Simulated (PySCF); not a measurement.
These are TPSSh-D3(BJ)/def2-TZVP // r2SCAN-D4/def2-SVP in PySCF values and carry that method's errors. Gas-phase values, no solvent. One relaxed conformer stands for a flexible species; it need not be the lowest. 

Reference species: [Ti(F)(NH2)3] (neutral, multiplicity 1).

```json
{
  "HOMO": "-6.42 eV",
  "LUMO": "-1.51 eV"
}
```

Changed species: [Ti(F)4] (0 of 4 F replaced by NH2; the reference has 3 of 4 F replaced by NH2).

Problem. Give the shifts of the HOMO and LUMO.

Solution. the HOMO drops by 4.97 eV, to -11.39 eV; the LUMO falls by 2.09 eV, to -3.60 eV.
